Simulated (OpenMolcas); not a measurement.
**Ar4+: the spin-orbit constant, worked from levels**

```json
{
  "Program": "OpenMolcas 26.06",
  "Basis": "ANO-R2 [5s4p3d1f]",
  "Scalar Hamiltonian": "X2C, finite nucleus",
  "Active space": "2 electrons in 3 orbitals (3p)",
  "State averaging": "2S+1 = 3 even, 3 roots; 2S+1 = 1 even, 6 roots",
  "Spin-orbit coupling": "RASSI with atomic mean-field integrals over the reference wave functions, term energies averaged over their components"
}
```

Methods: CASSCF; SS-CASPT2, IPEA 0.25 Eh, imaginary shift 0.1 Eh (closed shells correlated: 2s 2p 3s). Measured levels: Saloman, J. Phys. Chem. Ref. Data 39, 033101 (2010).

**The spin-orbit constant.** For the Hund term 3P of p2, E(J) = (A/2) J(J+1) + constant and ζ = 2S·A = 2A. From J = 0 to J = 2 the energy changes by 3 A.

| Source | E(2) - E(0) | A | ζ |
| --- | --- | --- | --- |
| CASSCF | 1917.7 | 639.2 | 1278 |
| SS-CASPT2 | 1921.7 | 640.6 | 1281 |
| measured | 2028.8 | 676.3 | 1353 |

All in cm-1. SS-CASPT2 is off by -5.3 % and CASSCF by -5.5 %. Both methods take the spin-orbit matrix elements from the reference wave functions, so the second can move ζ only through the term energies and any multistate remixing. Second-order mixing with other terms is absorbed into this ζ.

With the s shell closed, the reference lacks s² → p² mixing. Computed and measured levels are paired by configuration, term and J; levels that our copy of the source lacks, or whose pairing is in doubt (as where it misses far off the trend of its configuration), stay unpaired and out of the deviations. Only configurations of the active space appear.
